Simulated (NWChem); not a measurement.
Total energies of CH2ClF

```xyz
5

F      1.3594    -0.7713     0.0000
C      0.6965     0.4075     0.0000
Cl    -1.0767     0.1499     0.0000
H      0.9452     0.9746     0.9090
H      0.9452     0.9746    -0.9090
```
Charge 0, spin multiplicity 1.

Everything below was run with NWChem. All single points use one geometry, from B3LYP/def2-SVP, a minimum by its harmonic frequencies.

Basis set: def2-TZVP (111 functions).

```tsv
method	total energy (Ha)	relative cost
RHF	-598.03118	1
MP2	-598.63332	under 3
B2PLYP	-599.19390	under 3
PBE	-599.08255	under 3
B3LYP	-599.43379	under 3
M06-2X	-599.34602	under 3
```

Total energies of different functionals aren't comparable as a measure of quality: only differences taken within one method are. Relative cost: rough, from shared machines, SCF included, RHF = 1.

The correlated methods keep 7 core orbitals frozen. B3LYP has NWChem's definition, with VWN1-RPA local correlation. The structure started from a generated list of species.
